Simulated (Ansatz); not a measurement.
`FC[CH2][GeH3]` → `CCF` + `[GeH2]` at 298.15 K and 1 bar (germylene formation by 1,1-elimination).

Calculated with Ansatz (gas phase, PBE0-D4/def2-TZVP geometries, no zero-point term in ΔE). CCSD(T)/CBS is the MP2 limit (def2-TZVPP, def2-QZVPP) plus CCSD(T) − MP2 in def2-TZVPP, frozen cores. For Ge outer-core shells are correlated without core-valence functions, which leaves a few kJ/mol of doubt a bond. Scalar relativity is left out up to krypton. One conformer a species, not always the lowest.

```
        species  CCSD(T)/CBS energy (Eh)  H − E (kJ/mol)  S (J/(mol·K))
`FC[CH2][GeH3]`              -2256.20663           232.9          332.2
          `CCF`               -178.90141           191.2          263.6
       `[GeH2]`              -2077.24753            38.7          220.4
```

H − E and S are ideal-gas, rigid-rotor, harmonic terms from PBE0-D4/def2-TZVP, for one conformer and one mirror image of each species. 1 Eh = 2625.50 kJ/mol, R = 8.31446 J/(mol·K).

By hand: ΔE, ΔH, ΔS and ΔG.

ΔE = (-178.90141) + (-2077.24753) − (-2256.20663) = 0.05769 Eh = 151.5 kJ/mol. Δ(H − E) = 191.2 + 38.7 − 232.9 = -3.0, so ΔH = 148.5 kJ/mol. ΔS = 263.6 + 220.4 − 332.2 = 151.8 J/(mol·K). ΔG = 148.5 − 298.15 × (151.8)/1000 = 103.2 kJ/mol.

By hand: the equilibrium constant, and the temperature at which ΔG would vanish if ΔH and ΔS stayed fixed.

log₁₀ K = −ΔG/(RT ln 10) = -18.1. ΔG = 0 at ΔH/ΔS = 978 K.

The number of gas molecules changes by +1, which sets the sign of ΔS. A doubt of 5 kJ/mol in ΔE shifts log₁₀ K by 0.9 here. Other conformers and mirror images would add mixing entropy, several J/(mol·K) or more a flexible species. These are equilibria of isolated gas molecules and say nothing of rates. Largest T1 diagnostic: 0.012 (customary marks: 0.02 for closed shells, 0.045 for open ones).
